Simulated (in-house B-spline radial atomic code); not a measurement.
The outermost shell (largest non-relativistic mean radius) with and without relativity; Dirac values are averaged over j. Computed with a radial B-spline atomic code at the basis-set limit: non-relativistic Hartree-Fock and Dirac-Hartree-Fock, averages of the configuration (point nuclei without relativity, finite nuclei with it).

```
 ion      configuration  outermost shell  radius non-relativistic (bohr)  radius Dirac (bohr)  radius change (%)  level non-relativistic (eV)  level Dirac (eV)  spin-orbit splitting (eV)
Ga3+          [Ar] 3d10               3d                         0.77384              0.77692            0.39824                      -65.530           -65.041                     0.5344
Ge3+      [Ar] 3d10 4s1                ?                               ?                    ?                  ?                            ?                 ?                          ?
As3+      [Ar] 3d10 4s2               4s                          1.8099               1.7841            -1.4277                      -47.388           -48.099                          -
Se3+  [Ar] 3d10 4s2 4p1                ?                               ?                    ?                  ?                            ?                 ?                          ?
Br3+  [Ar] 3d10 4s2 4p2               4p                            1.79               1.7815           -0.47378                      -45.541           -45.656                    0.70495
Kr3+  [Ar] 3d10 4s2 4p3               4p                          1.6839               1.6755           -0.49985                      -49.211           -49.344                    0.88747
Rb3+  [Ar] 3d10 4s2 4p4               4p                          1.5908               1.5824           -0.52878                      -52.944           -53.098                      1.099
Sr3+  [Ar] 3d10 4s2 4p5               4p                          1.5082               1.4998           -0.56006                      -56.743           -56.922                     1.3422
```

Q: Fill in the row of Ge3+.

A: outermost shell: 4s; radius non-relativistic (bohr): 1.9234; radius Dirac (bohr): 1.8963; radius change (%): -1.4096; level non-relativistic (eV): -44.074; level Dirac (eV): -44.728.

Q: Fill in the row of Se3+.

A: outermost shell: 4p; radius non-relativistic (bohr): 1.9121; radius Dirac (bohr): 1.9035; radius change (%): -0.45137; level non-relativistic (eV): -41.930; level Dirac (eV): -42.03; spin-orbit splitting (eV): 0.54887.

Q: Which member changes most?

A: Arsenic (As3+): its 4s shell contracts by 1.4 %.
